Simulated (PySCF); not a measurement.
Delta-SCF ions had no search for a lower state. Excitations are Tamm–Dancoff values on a coarser integration grid. The basis has no diffuse functions, so Rydberg states are missing or too high.

H5BSi, SMILES `B[SiH3]` (charge 0, multiplicity 1)

Method: PBE-D3(BJ)/def2-TZVP // B3LYP-D3(BJ)/def2-TZVP run with PySCF.

| Property | Value |
|---|---|
| HOMO | -7.24 eV |
| dipole moment | 0.29 D |
| HOMO–LUMO gap | 3.75 eV |
| LUMO | -3.49 eV |
| S1 excitation (TDA) | 4.10 eV |
| S1 oscillator strength | 0.005 |
| brightest of the four lowest singlets (TDA) | 5.56 eV |
| T1 excitation (TDA) | 3.15 eV |
| S1–T1 gap (TDA) | 0.95 eV |
| vertical ionisation energy (Delta-SCF) | 10.63 eV |
| total energy | -317.1006 Ha |
| cost | around 50 core-seconds (rough) |

```xyz
7

B      1.1969    -0.0554     0.0348
Si    -0.8072     0.0634    -0.0643
H      1.8687     0.8821     0.3329
H      1.7543    -1.0916    -0.1533
H     -1.3907    -0.8432    -1.0846
H     -1.3036    -0.3803     1.2699
H     -1.3188     1.4352    -0.3040
```
Charge 0, spin multiplicity 1.
